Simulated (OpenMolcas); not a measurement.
# O+: CASPT2 settings compared

```yaml
Program: OpenMolcas
Basis: ANO-L-VDZP [3s2p1d]
Scalar_Hamiltonian: non-relativistic, point nucleus
Active_space: 3 electrons in 3 orbitals (2p)
State_averaging: 2S+1 = 4 odd, 1 root; 2S+1 = 2 odd, 8 roots
Spin-orbit_coupling: RASSI with atomic mean-field integrals over the reference wave functions, term energies averaged over their components
```

Methods on the same reference wave functions:
A. CASSCF
B. SS-CASPT2, IPEA 0.4 Eh, no level shift (closed shells correlated: 1s 2s)
C. SS-CASPT2, IPEA 0.35 Eh, imaginary shift 0.3 Eh (closed shells correlated: 2s)
D. SS-CASPT2, IPEA 0.1 Eh, sigma2 regulariser 0.5 Eh (closed shells correlated: 2s)

Energies in cm⁻¹ above 2s² 2p³ ⁴S°_3/2, the measured ground level; measured values from NIST Handbook of Basic Atomic Spectroscopic Data.

```
          Level      A      B      C      D  Measured
2s² 2p³ ⁴S°_3/2    0.0    0.0    0.0    0.0       0.0
2s² 2p³ ²D°_3/2  30558  29250  29280  29470     26831
2s² 2p³ ²D°_5/2  30560  29250  29280  29470     26811
2s² 2p³ ²P°_1/2  50632  45740  45810  45900     40470
2s² 2p³ ²P°_3/2  50635  45740  45810  45900     40468
```

Deviations, from unrounded energies. A percentage is the sum of absolute deviations over the sum of measured energies, with the sign that they share, or ± where signs differ.

```
                        Against measurement  Levels      A      B      C      D
             mean absolute deviation (cm-1)       4   7000   3900   3900   4000
other terms of the ground configuration (%)       4  +20.7  +11.4  +11.6  +12.0
```

B, C, D lie about equally close to measurement and A furthest from it. The largest miss of B in the table is 2s² 2p³ ²P°_3/2, by +5300 cm-1. The ranking rests on the paired levels alone, and a cruder setting can come out closer through cancelling errors.

Among B to D the level of the table that moves most is 2s² 2p³ ²D°_5/2, by 220 cm-1 (lowest in B, highest in D). Moves below CASPT2's spread within the term are not significant.

The mean deviations of B to D differ by less than CASPT2's widest spread within a term (230 cm-1), so their order carries little weight.

From A to B the spin-free energies of the other terms of 2s² 2p³ shown, above ⁴S°, scale by factors of 0.90 to 0.96.

The lowest spin-free term lies below A's lowest term by 0.070 hartree in B, 0.069 hartree in C, 0.075 hartree in D.

CASPT2 does not keep the components of a term degenerate, so their means are used; among the terms shown or strongly mixed into the levels shown the widest spread is 230 cm-1 (2s² 2p³ ²D°, B). With the s shell closed, the reference lacks s² → p² mixing. Without dynamic correlation excited terms often stand tens of per cent too high (terms of higher spin than the ground term too low), and those without a measured partner can miss by more than the paired ones (holds for A). Measured partners are found by configuration, term and J. A level has none where our copy of the source lacks it or the pairing is in doubt (some pairs that miss far off the trend of their configuration count as doubtful), and it then counts in no deviation. Levels of configurations outside the active space are missing.

° marks odd parity.
